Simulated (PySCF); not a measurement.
**Zirconium: a sound run and one with changed settings**

Sound run: Zr+ [Kr] 4d2 5s1, Zr(2+) [Kr] 4d2. All numbers are calculated (PySCF 2.14, the spin-free X2C one-electron Hamiltonian (Gaussian nucleus), in x2c-SVPall (6s5p5d1f, 53 functions)). The sound run starts from symmetry-adapted Hartree-Fock orbitals and uses a fine grid where one is needed.

Changed run: initial guess atom, at most 3 SCF cycles. This setting is unsound on purpose.

| species | method | sound run (hartree) | changed run (hartree) | converged |
| --- | --- | --- | --- | --- |
| Zr+ | UHF | -3595.66745 | -3595.65512 | no |
| Zr+ | B3LYP | -3597.71294 | -3597.70692 | no |
| Zr+ | PBE | -3597.27413 | -3597.27094 | no |
| Zr(2+) | UHF | -3595.21637 | -3595.12313 | no |
| Zr(2+) | B3LYP | -3597.22656 | -3597.22225 | no |
| Zr(2+) | PBE | -3596.78529 | -3596.78509 | no |

The SCF was stopped early; the energies are upper bounds that still move, and correlated levels were skipped or rest on poor orbitals.
